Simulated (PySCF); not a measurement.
C₅H₅F.

```xyz
11

C     -0.4088     2.5911     0.0000
C     -0.0943     1.3244     0.0000
C      0.1875     0.0346     0.0000
F      1.4669    -0.3706     0.0000
C     -0.8000    -1.0334     0.0000
C     -0.4805    -2.3330     0.0000
H     -0.5447     3.1489    -0.9352
H     -0.5447     3.1489     0.9352
H     -1.8433    -0.7061     0.0000
H      0.5627    -2.6568     0.0000
H     -1.2554    -3.1021     0.0000
```
Charge 0, spin multiplicity 1.

Geometry optimised at PBE0-D3(BJ)/def2-SVP. One conformer was computed; it need not be the lowest.

Computed with PBE0/pcSseg-1 run with PySCF. Non-relativistic, no solvent.

**Question.** Give the absolute GIAO shielding of each atom: isotropic value and principal components (ppm). (An estimate is asked for; the answer gives what the named calculation found.)

**Answer.** 
| atom | σ(iso) | σ11 | σ22 | σ33 | span |
|---|---|---|---|---|---|
| C1 | 87.2 | -0.2 | 95.4 | 166.5 | 166.7 |
| C2 | -36.9 | -66.1 | -50.3 | 5.8 | 71.9 |
| C3 | 37.3 | -15.2 | 36.4 | 90.8 | 106.0 |
| F4 | 342.1 | 277.8 | 347.3 | 401.1 | 123.3 |
| C5 | 48.4 | -67.3 | 67.5 | 145.1 | 212.4 |
| C6 | 62.1 | -48.1 | 59.6 | 174.8 | 222.8 |
| H7 | 25.3 | 23.8 | 24.0 | 28.1 | 4.3 |
| H8 | 25.3 | 23.8 | 24.0 | 28.1 | 4.3 |
| H9 | 25.1 | 23.5 | 24.0 | 27.9 | 4.3 |
| H10 | 25.4 | 22.5 | 24.1 | 29.7 | 7.2 |
| H11 | 25.8 | 23.3 | 25.1 | 28.9 | 5.6 |
